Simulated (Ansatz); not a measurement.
A series at Al: from `[SiH3][O][Al]([O][SiH3])[O][SiH3]`, ligands are replaced one by one, each step taking up H₂ and setting free `O[SiH3]`; n counts the steps. Ansatz, PBE0-D4/def2-TZVP geometries. Each molecule was computed in one conformer, which needn't be the lowest.

CBS adds triple-zeta CCSD(T) − MP2 to the MP2 limit, frozen cores; atoms without spin–orbit coupling. 

| n | molecule | atomization energy, CCSD(T)/CBS (kJ/mol) |
| --- | --- | --- |
| 0 | `[SiH3][O][Al]([O][SiH3])[O][SiH3]` | 5782.3 |
| 1 | `[SiH3][O][AlH][O][SiH3]` | ? |
| 2 | `[AlH2][O][SiH3]` | 2530.6 |
| 3 | `[AlH3]` | 898.6 |

Task: By hand: fit a straight line y = ȳ + b (n − n̄) to the 3 given rows and predict n = 1.

Result: n̄ = 1.667, ȳ = 3070.50; Σ(n − n̄)(y − ȳ) = -7595.50, Σ(n − n̄)² = 4.667, so b = -1627.49 kJ/mol a step. Prediction: 3070.50 + (-1627.49) × (-0.667) = 4156.0 kJ/mol.

Task: By hand: compare with the computed value, 4163.6 kJ/mol, and give the steps along the whole series.

Result: The line misses by 7.6 kJ/mol (computed minus predicted). Steps: -1618.7, -1633.0, -1632.0 kJ/mol.

The steps differ by up to 14.3 kJ/mol, small against a whole step but well beyond the method's doubt, so the ligands' effects don't simply add. The miss is 0.2 % of the series' range. The energies themselves are unsure by some kJ/mol a bond, though much of that is common to the series.
